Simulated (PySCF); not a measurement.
Isomers C5H11FOSi:

A. `[SiH2](/C=C(\COC)C)F`
B. SMILES C[C@@H](F)[C@@H]1CC[Si@H]1O
C. `InChI=1S/C5H11FOSi/c1-4(8)5(2,6)3-7/h3-4H,1-2,8H3/t4-,5+/m1/s1`

Spectrum 1. ¹H NMR (300 MHz, computed): δ 5.61 (m, 1H), 5.01 (m, 1H), 2.04 (m, 1H), 1.97 (m, 1H), 1.95 (m, 1H), 1.53 (br s, 1H), 1.42 (m, 1H), 1.26 (m, 1H), 1.24 (m, 3H). ¹³C{¹H} NMR (computed): δ 92.9 (CH), 47.5 (CH), 22.1 (CH3), 18.9 (CH2), 14.5 (CH2).

Spectrum 2. ¹H NMR (300 MHz, computed): δ 10.15 (m, 1H), 3.97 (d, 3H), 1.56 (m, 1H), 1.38 (m, 3H), 1.26 (d, 3H). ¹³C{¹H} NMR (computed): δ 216.1 (CH), 105.2 (C), 24.5 (CH), 18.2 (CH3), 14.3 (CH3).

Spectrum 3. ¹H NMR (300 MHz, computed): δ 5.86 (m, 1H), 5.19 (m, 2H), 3.98 (s, 2H), 3.63 (s, 3H), 1.92 (s, 3H). ¹³C{¹H} NMR (computed): δ 164.4 (C), 127.4 (CH), 79.2 (CH2), 60.0 (CH3), 25.8 (CH3).

Theoretical values (PySCF 2.14.0 with density-fitted response routines): shieldings: GIAO PBE0/pcSseg-1, GFN2-xTB geometry. Averaged over atoms made equivalent by symmetry, fast rotation or ring inversion, one conformer, isolated molecule, no relativistic terms.

Referencing at the same level of theory: ¹H and ¹³C vs TMS. Splittings of carbon signals by F and P are missing where no couplings were computed. Where no couplings were computed, multiplicities follow the n + 1 count of equivalent neighbours, and m marks all less simple cases (inequivalent or close neighbours, rings, F or P nearby). Shifts are as computed. Against solution values, carbons near 30 ppm lie about +3 ppm off and those near 130 ppm about +5 ppm. Of 1309 compounds with measured shifts, 239 miss one by over three times the rms of a fit or turn the order of signals round; such compounds aren't used in these exercises. OH and NH positions are gas-phase values without hydrogen bonding to other molecules.

Q: Which spectrum belongs to which compound?

A: 1–B, 2–C, 3–A.

- Spectrum 1 (B): 5 ¹³C signals; δC 92.9 is an sp3 CH bonded to F; δC 22.1 is a methyl carbon.
- Spectrum 2 (C): 5 ¹³C signals; δC 216.1 is an aldehyde carbonyl carbon; δC 105.2 is a fully substituted sp3 carbon bonded to F, α to a carbonyl.
- Spectrum 3 (A): 5 ¹³C signals; δC 164.4 is a fully substituted alkene carbon; δC 127.4 is an alkene CH.
